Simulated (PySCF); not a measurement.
A thermochemical cycle for SiSn

r²SCAN in PySCF with def2-SVPD on every atom (core potentials on Sn), for the lowest determinant that a PBE0 search found; no spin–orbit coupling. SiSn, a triplet (π ↑↑), has De = 2.82 eV to neutral atoms, and SiSn⁺, a quartet (σ ↑, π ↑↑), has De = 2.91 eV to Si + Sn⁺.

At the same level the Sn atom ionises at 7.42 eV.

Task: What is the adiabatic ionisation energy of the molecule, and does ionisation strengthen or weaken the bond?

Result: IE = IE(Sn) + De(neutral) − De(ion) = 7.42 + 2.82 − 2.91 = 7.33 eV. De changes by +0.09 eV, so ionisation strengthens the bond.

These are scalar-relativistic numbers at best; spin–orbit coupling would shift them, the dissociation energy most. For an ion De counts to the pair picked by the measured ionisation energies or electron affinities, which need not be the lowest pair at this level. States were picked by a PBE0 search and need not be the measured ground states.
